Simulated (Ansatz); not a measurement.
Ansatz (a first-principles code) input (SVWN5/6-31G*):

Ansatz 0.2 input:
```yaml
crystal:
  periodic: [false, false, false]
  atoms:
    - {symbol: B, position_ang: [-0.00000000, -0.00000000, -0.20072794]}
    - {symbol: H, position_ang: [0.00000000, 0.00000000, 1.00363971]}
basis:
  gaussian:
    orbitals: 6-31G*
hamiltonian:
  xc: {name: SVWN5}
total_charge: 1
magnetization: {spin_polarized: true, initial_magnetization: 1}
output: {forces: true}
```

Q: What final total energy does it give?

A: -24.61506 Eh.
